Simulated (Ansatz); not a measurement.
A nudged elastic band was laid between two geometries of BH₃O₂Si (7 atoms, charge 0, multiplicity 1).

Level of theory: Ansatz, RKS PBE0/def2-SVP.

* movable images: 5
* climbing image: yes
* spring: 5.0 eV/Å²
* optimiser: quadratic models (default)
* start path: through a guess of the saddle point
* force threshold: 0.05 eV/Å
* iteration limit: 60
* end points: relaxed

First end point:

```xyz
7
Properties=species:S:1:pos:R:3
B -0.909 1.066 -0.023
Si 0.534 -0.261 0.332
O 1.556 -0.186 1.471
O 0.433 -1.442 -0.806
H -0.702 2.028 -0.719
H -1.990 0.954 0.499
H 1.078 -2.159 -0.755
```

Last end point:

```xyz
7
Properties=species:S:1:pos:R:3
B -0.828 0.933 -0.054
Si 0.665 -0.283 0.454
O 1.527 0.066 1.668
O 0.888 -1.614 -0.480
H -0.637 1.867 -0.792
H -1.922 0.802 0.436
H 0.307 -1.770 -1.232
```

Question: Which bonds break or form, and what moves?

Answer: No bond is made or broken. The dihedral O3–Si2–O4–H7 goes from 0 to -180°.

Question: Give the energies along the band, and the barrier.

Answer: It converged. The highest image is number 4 of 0 to 6, 0.277 eV above the first end and 0.085 eV above the last; the last end lies 0.193 eV above the first. A vibrational analysis at the climbing image gives one clearly imaginary mode, 376i cm⁻¹: a first-order saddle point.

```
image  path coordinate (Å)  energy (eV)  dihedral O3–Si2–O4–H7 (°)
    0                 0.00        0.000                          0
    1                 0.29        0.022                         10
    2                 0.57        0.107                         36
    3                 0.86        0.226                         71
    4                 1.14        0.277                        107
    5                 1.54        0.218                        152
    6                 1.94        0.193                       -180
```

Question: What is the geometry of the highest image?

Answer: 
```xyz
7
Properties=species:S:1:pos:R:3
B -0.847 0.985 -0.032
Si 0.689 -0.206 0.383
O 1.596 -0.002 1.598
O 0.880 -1.358 -0.773
H -0.680 2.013 -0.639
H -1.965 0.708 0.328
H 0.328 -2.140 -0.864
```

Question: What are the harmonic wavenumbers there?

Answer: 376i, 111, 204, 253, 321, 534, 625, 644, 876, 903, 1139, 1265, 2600, 2704, 3951 cm⁻¹.

Time of the run: 100 s on 1 thread of Arm Neoverse V1, with other jobs on the host, peak memory 0.16 GiB.
